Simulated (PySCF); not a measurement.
Bromopentafluoroethane, C2BrF5.
SMILES: `FC(F)(C(F)(F)F)Br`

Linear response at CAM-B3LYP/def2-SVPD (PySCF, frozen core in the response, non-relativistic). Geometry: PBE0-D3(BJ)/def2-SVP; no solvent, vibrations or thermal averaging. The CAM-B3LYP/def2-SVPD calculation is non-relativistic and has no spin–orbit coupling, an omission that weighs most on bromine.

Static isotropic polarisability: 50.65 au (7.51 Å³), principal values 45.5, 46.1, 60.3 au.

(1) What is the polarisability at 1064 nm and at the sodium D line?

(2) What is the isotropic C6 coefficient between two such molecules, C6 = (3/π)∫α(iω)² dω?

(3) Which effective excitation energy ω̄ makes London's formula C6 = (3/4)α²ω̄ exact here?

(4) What molar refraction at the D line follows from R = (4π/3)·N_A·α′, with α′ the polarisability volume?

(5) What does −C6/R⁶ come to at R = 10 Å between centres?

(6) What three-body coefficient follows from the one-pole estimate C9 = (3/4)·α·C6?

(7) How anisotropic is the static polarisability, by Δα² = ½[(α1 − α2)² + (α2 − α3)² + (α3 − α1)²]?

Results:

(1) 50.96 au at 1064 nm (+0.6 %), 51.66 au at 589.3 nm (+2.0 %). The rise at 589.3 nm is 3.34 times that at 1064 nm; a pure ω² law gives 3.26. The lowest singlet lies at 199 nm, shorter than both wavelengths.

(2) 1305 au (Eh·bohr⁶) by a ten-point quadrature over imaginary frequencies, which is 780 eV·Å⁶ or 75.3 J·nm⁶/mol.

(3) ω̄ = 4·C6/(3α²) = 0.678 Eh = 18.5 eV. A one-pole form α(ω) = α/(1 − ω²/ω̄²) fitted to the 1064 nm value gives 15.1 eV. London's choice of the ionisation energy (12.03 eV, ΔSCF at the same level) gives C6 = 851 au, 35 % too low.

(4) α′ = 7.66 Å³ gives R = 19.31 cm³/mol, for isolated, non-vibrating species.

(5) -75 J/mol. This is the leading, orientation-averaged term; C8 and higher terms are left out.

(6) 49600 au. This is an estimate from the two numbers above, not a computed integral.

(7) Δα = 14.5 au, or 0.29 of the isotropic value.

Conformer computed: `[F:1][C:2]([F:3])([F:4])[C:5]([F:6])([F:7])[Br:8]`: F1–C2–C5–F6 59°.
